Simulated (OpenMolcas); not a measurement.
**Mn4+: ligand-field states by method**

Mn4+ with 4 ligands (chloride) in tetrahedral coordination (Td) at 2.15 Å. Ligand basis ANO-RCC-VDZP.

```yaml
Program: OpenMolcas
Basis: ANO-RCC-VTZP [6s5p3d2f1g]
Scalar_Hamiltonian: DKH2, point nucleus
Active_space: 3 electrons in 5 orbitals (3d)
State_averaging: 2S+1 = 4 even, 10 roots; 2S+1 = 2 even, 40 roots
Spin-orbit_coupling: state interaction with AMFI integrals over the reference wave functions
```

I. CASSCF
II. SS-CASPT2, IPEA 0.25 Eh, imaginary shift 0.1 Eh (closed shells correlated: 3s 3p and the ligand valence shells)

Spin-free states (labels of Td) in cm-1, each column counted from its own energy of the first state listed:

| State | Degeneracy | I | II |
| --- | --- | --- | --- |
| 4T1 | 3 | 0 | 0 |
| 4T2 | 3 | 8732 | 11860 |
| 2E | 2 | 11855 | 210 |
| 2S+1 = 2 | 3 | 15731 | 4930 |
| 2S+1 = 2 | 3 | 17769 | 6800 |
| 4A2 | 1 | 19713 | 29260 |

From I to II, I's first state of the same spin (4T2) moves from 8732 to 11860 cm-1, by about +3100 cm-1.

From I to II, I's first state of another spin (2E) moves from 11855 to 210 cm-1, by about -12000 cm-1.

χT at 300 K: I 1.52, II 1.19 cm3 K/mol.

Roots that are degenerate in the reference are averaged as groups; the widest CASPT2 spread within a group is 1200 cm-1 (the 3-fold group of multiplicity 4 near 11900 cm-1 above the lowest state of its run, II). Shifts and gaps below about the spread of the groups concerned are not significant. Over all roots computed the reference weight is 0.60 to 0.64 in II; a low but even weight reflects the number of correlated electrons. An orbital triplet at a regular site is open to Jahn-Teller coupling, which can distort the site and quench the lowest spin-orbit gaps and is left out. The least metal-like active orbital is 76 % on the metal (Löwdin) and no ligand orbital is active, so the numbers are rough. Ligand-to-metal charge-transfer states are missing. With no ligand orbital active B as a rule stays too high, so bands that hang on it stand too high and its fall with covalency is understated. Without dynamic correlation the repulsion within the d shell is too large (B by tens of per cent), so at a given field states of lower spin stand too high (holds for I). With metal d orbitals alone and no dynamic correlation the field as a rule comes out too small, by tens of per cent, by up to half for chloride and softer ligands (holds for I). This shell can be high or low spin here, a state of another spin lies low, and with metal d orbitals alone active their balance is uncertain, so the ground spin may be wrong (holds for II). With one d shell and no ligand orbital active, 10Dq can be off by a tenth or more (holds for II). No measured value stands beside these numbers; the geometry is a model, was not optimised and need not be the one that this ion takes.

A state without a sure symmetry label is named by its multiplicity alone.
